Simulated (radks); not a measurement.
Results of a calculation; reference values are marked as such.
Valence configurations of Pt+ (all share [Xe]). Level of theory: Dirac Kohn-Sham, PBEsol, spin-unpolarised, spherical densities, finite nucleus; open shells are shared between the two j in proportion to 2j + 1; Fermi nuclear charge, rms radius 5.427 fm (a radial shooting solver on a logarithmic mesh with Libxc functionals). Energies are relative to 4f14 5d9; eigenvalues in eV.

4f14 5d9: E (eV) 0.000; e(4f5/2) -80.056; e(4f7/2) -76.601; e(5d3/2) -15.184; e(5d5/2) -13.809
4f14 5d8 6p1: E (eV) 8.774; e(4f5/2) -84.959; e(4f7/2) -81.503; e(5d3/2) -18.998; e(5d5/2) -17.516; e(6p1/2) -9.019
4f14 5d7 6p2: E (eV) 19.799; e(4f5/2) -90.011; e(4f7/2) -86.554; e(5d3/2) -22.798; e(5d5/2) -21.208; e(6p1/2) -10.570
4f13 5d9 6s1: E (eV) 71.656; e(4f5/2) -94.484; e(4f7/2) -90.912; e(5d3/2) -18.752; e(5d5/2) -17.149
4f13 5d9 6p1: E (eV) 78.565; e(4f5/2) -96.214; e(4f7/2) -92.642; e(5d3/2) -20.374; e(5d5/2) -18.749; e(6p1/2) -9.084
4f13 5d9 6s0.5 6p0.5: E (eV) 75.082; e(4f5/2) -95.361; e(4f7/2) -91.789; e(5d3/2) -19.577; e(5d5/2) -17.962; e(6p1/2) -8.612
4f13 5d7 6s1 6p2: E (eV) 97.497; e(4f5/2) -105.26; e(4f7/2) -101.69; e(5d3/2) -26.933; e(5d5/2) -25.110; e(6p1/2) -11.405
4f13 5d10: E (eV) 68.638; e(4f5/2) -91.073; e(4f7/2) -87.502; e(5d3/2) -16.324; e(5d5/2) -14.807
4f14 5d6 6s1 6p2: E (eV) 25.110; e(4f5/2) -93.659; e(4f7/2) -90.199; e(5d3/2) -25.228; e(5d5/2) -23.552; e(6p1/2) -11.267
4f14 5d6 6s2 6p1: E (eV) 17.206; e(4f5/2) -92.061; e(4f7/2) -88.602; e(5d3/2) -23.802; e(5d5/2) -22.147; e(6p1/2) -10.477

NIST lists [Xe] 4f14 5d9 as the ground configuration; this level of theory agrees among the configurations tried. The energies are those of spherical spin-averaged densities, not of single terms.
